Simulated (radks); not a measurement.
Values are calculated unless marked as measured or tabulated.
Neutral nickel inside a hard spherical wall (all orbitals vanish at R), configuration held at [Ar] 3d8 4s2 and not refilled when levels cross. Code: a radial shooting solver on a logarithmic mesh with Libxc functionals. Model: scalar-relativistic Kohn-Sham, PBE, spin-polarised, spherical densities, point nucleus; open shells are filled with parallel spins first. Eigenvalues in eV for spin up, with the zero of energy where the potential of the charges vanishes at infinity; a dash marks a level that is unbound or too diffuse for the functional's potential to be trusted. A positive occupied level is held by the wall or, in an anion where self-interaction has pushed it up, behind a barrier. The pressure on the wall is -dE/dV.

R (bohr),E (hartree),kinetic (hartree),e(3s),e(3p),e(3d),e(4s),"e(4p, empty)","e(5s, empty)",pressure (GPa)
free,-1520.57349,1541.696,-112.07,-72.376,-9.767,-5.810,-1.277,-,0
20,-1520.57349,1541.696,-112.07,-72.376,-9.767,-5.810,-1.276,-,< 0.0001
15,-1520.57349,1541.696,-112.07,-72.376,-9.767,-5.810,-1.273,0.270,< 0.0001
12,-1520.57348,1541.696,-112.06,-72.374,-9.765,-5.809,-1.251,0.708,0.000298
10,-1520.57331,1541.698,-112.05,-72.358,-9.749,-5.795,-1.177,1.492,0.00523
7,-1520.56648,1541.747,-111.72,-72.030,-9.427,-5.497,-0.448,5.826,0.402
6,-1520.55022,1541.839,-111.23,-71.535,-8.946,-5.001,0.468,10.020,1.82
5,-1520.49505,1542.099,-110.08,-70.392,-7.846,-3.707,2.548,18.411,9.07
4,-1520.29220,1542.909,-107.30,-67.640,-5.208,-0.026,7.795,37.291,54.9
3,-1519.39470,1546.036,-99.737,-60.212,2.105,12.698,24.001,88.575,480
2,-1513.39201,1565.347,-73.763,-34.369,30.205,77.887,97.425,282.79,9020
